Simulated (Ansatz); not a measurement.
`B/C=N/C` → B• + 2 C• + 6 H• + N•  (atomization)

Computed with Ansatz on PBE0-D4/def2-TZVP structures; ΔE is electronic, products minus reactants. CBS: MP2 limit from def2 TZ/QZ plus the TZ coupled-cluster correction, frozen cores. This one scheme is used for every species, atoms too. DFT in def2-TZVPP. Open shells (•) are unrestricted, without spin–orbit coupling. Spin–orbit coupling would lower the free atoms: a little for B, C.

```csv
level,ΔE (kcal/mol)
B2PLYP,897.4
CAM-B3LYP,907.5
```

(1) What does CCSD(T)/CBS give? (Estimate.)

Largest T1 diagnostic among the species: 0.014.

Results:

(1) Ansatz gave: +898.4 kcal/mol. The listed levels differ from it by -1.0, 9.1 kcal/mol.

At CCSD(T), def2-SVP lies −38.9 kcal/mol from the extrapolated value and def2-TZVPP −21.5 kcal/mol: correlation converges slowly with the basis, and small sets miss more of it in the bonded molecule than in its fragments. From r2SCAN to r2SCAN0 (25 % exact exchange), in def2-TZVPP and without D4, ΔE moves by −13.5 kcal/mol: exact exchange takes away binding that semilocal exchange gives to molecules.

For atomizations the MP2-based limit and the directly extrapolated one differ by several kJ/mol either way, and by 10 to 25 for some Ge, Se and Sn compounds, so smaller differences from it don't rank the levels.
